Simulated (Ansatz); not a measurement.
`O[Si]O[SiH3]` + HBr → `O[Si]Br` + `O[SiH3]` at 400 K and 1 bar (ligand exchange at the Si–O bond).

Calculated with Ansatz (gas phase, PBE0-D4/def2-TZVP geometries, no zero-point term in ΔE). CBS: MP2 limit from def2 TZ/QZ plus the TZ coupled-cluster correction, frozen cores. This one scheme is used for every species. For Br outer-core shells are correlated without core-valence functions, which leaves a few kJ/mol of doubt a bond. Scalar relativity is left out up to krypton. One conformer a species, not always the lowest.

```csv
species,CCSD(T)/CBS energy (Eh),H − E (kJ/mol),S (J/(mol·K))
`O[Si]O[SiH3]`,-731.01400,145.0,368.0
HBr,-2573.91920,27.6,207.2
`O[Si]Br`,-2938.23569,59.0,308.9
`O[SiH3]`,-366.69042,120.0,276.4
```

H − E and S are ideal-gas, rigid-rotor, harmonic terms from PBE0-D4/def2-TZVP, for one conformer and one mirror image of each species. 1 Eh = 2625.50 kJ/mol, R = 8.31446 J/(mol·K).

Q: By hand: ΔE, ΔH, ΔS and ΔG.

A: ΔE = (-2938.23569) + (-366.69042) − (-731.01400) − (-2573.91920) = 0.00709 Eh = 18.6 kJ/mol. Δ(H − E) = 59.0 + 120.0 − 145.0 − 27.6 = 6.4, so ΔH = 25.0 kJ/mol. ΔS = 308.9 + 276.4 − 368.0 − 207.2 = 10.1 J/(mol·K). ΔG = 25.0 − 400 × (10.1)/1000 = 21.0 kJ/mol.

Q: By hand: the equilibrium constant, and the temperature at which ΔG would vanish if ΔH and ΔS stayed fixed.

A: log₁₀ K = −ΔG/(RT ln 10) = -2.7. ΔG = 0 at ΔH/ΔS = 2475 K, though so small a ΔS makes that figure unsure.

The number of gas molecules stays the same, so ΔS is small and ΔH decides. A doubt of 5 kJ/mol in ΔE shifts log₁₀ K by 0.7 here. Other conformers and mirror images would add mixing entropy, several J/(mol·K) or more a flexible species. Modes under 60 cm⁻¹, often nearly free rotors, make the harmonic entropy too high. These are equilibria of isolated gas molecules and say nothing of rates. Largest T1 diagnostic: 0.014 (customary marks: 0.02 for closed shells, 0.045 for open ones).
